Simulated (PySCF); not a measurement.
Species: C6H10N2 (charge +1 and doublet state).
Geometry (GFN2-xTB, Å), atoms numbered from 1 in this order:
```xyz
18
C6H10N2 angstrom
C     -2.3011   -0.7506    1.5830
C     -2.0820   -0.1274    0.4308
C     -1.1806    1.0572    0.2837
C      0.1075    0.6525   -0.3972
N      0.5907    1.0765   -1.4623
C      0.8576   -0.4193    0.3426
N      1.9300   -0.9063   -0.0488
C      2.7086   -0.6489   -1.1553
H     -1.8489   -0.4318    2.5089
H     -2.9781   -1.5846    1.6470
H     -2.5629   -0.4625   -0.4774
H     -1.6622    1.8345   -0.3128
H     -0.9205    1.4598    1.2666
H      0.1786    1.7823   -2.0560
H      0.3982   -0.7825    1.2537
H      3.6979   -0.3113   -0.8354
H      2.2233    0.1375   -1.7821
H      2.8351   -1.5688   -1.7319
```

The hyperfine couplings belong to this conformer and change with its torsions.

The species is `[H]/N=C(/C=N\C)C[CH][CH2+]` [radical] (charge +1).

Computed, not measured: UKS B3LYP, pcH-1 on C H N, non-relativistic, mean-field spin-orbit, GIAO (PySCF 2.14.0). Isolated species at its GFN2-xTB geometry (one conformer only). A GFN2-xTB geometry isn't a minimum of the functional, and hyperfine couplings can be far from their values at a DFT geometry, by a factor of two or more for some ions and for spin on atoms past the first row. No stability test was run, so a lower SCF solution isn't excluded.

Problem. Match the computed a_iso(13C) values -31.1, +24.6, -20.5, +17.0, +4.3, -3.7 MHz with the sites C1; C2; C3; C4; C6; C8.

Solution. 
```
site  a_iso (MHz)  ρ(0) (bohr⁻³)         position  distance from N7 (Å)  spin population  largest |T| (MHz)
  C1         +4.3        +0.0038  5 bonds from N7                  4.54            +0.07               11.0
  C2         -3.7        -0.0033  4 bonds from N7                  4.11            +0.01                3.3
  C3        +24.6        +0.0219  3 bonds from N7                  3.69            +0.06               14.7
  C4        +17.0        +0.0151  2 bonds from N7                  2.42            +0.03               19.0
  C6        -31.1        -0.0277   1 bond from N7                  1.24            -0.03               19.8
  C8        -20.5        -0.0183   1 bond from N7                  1.38            +0.07               28.5
```

ρ(0) is the spin density at the nucleus and T the dipolar tensor; entries for several nuclei are means. Largest spin populations (Mulliken): N7 (+0.46), N5 (+0.22), C8 (+0.07) and C1 (+0.07).

β density exceeds α density at some nuclei, such as C6 (-0.0277), C8 (-0.0183) and C2 (-0.0033), spin density in bohr⁻³. In a single determinant that takes different orbitals for the two spins, that is spin polarisation.

Nuclei that the bonding pattern makes equivalent are averaged, as if the motion that swaps them (rotation, inversion, ring flip) were fast. H9 and H10 aren't averaged: C1 is flat or nearly so (angle sum 360°), and its turn about the short C1–C2 bond (1.33 Å) is taken as slow. The three 1H nuclei of mean +93.3 MHz run from 29.1 to 214.5 MHz in the frozen geometry. The 1H value of +3.4 MHz is a mean of couplings from -0.8 to 7.6 MHz in this one geometry, not an average over conformers.

The SMILES `[H]/N=C(/C=N\C)C[CH][CH2+]` draws the unpaired electron on C2, whose computed spin population is only +0.01.

Time: 89 s (grids of density and orbitals included); peak memory 0.98 GiB. Hardware: Arm Neoverse V2, one thread, no GPU, shared host with 96 logical CPUs at a one-minute load of 49.
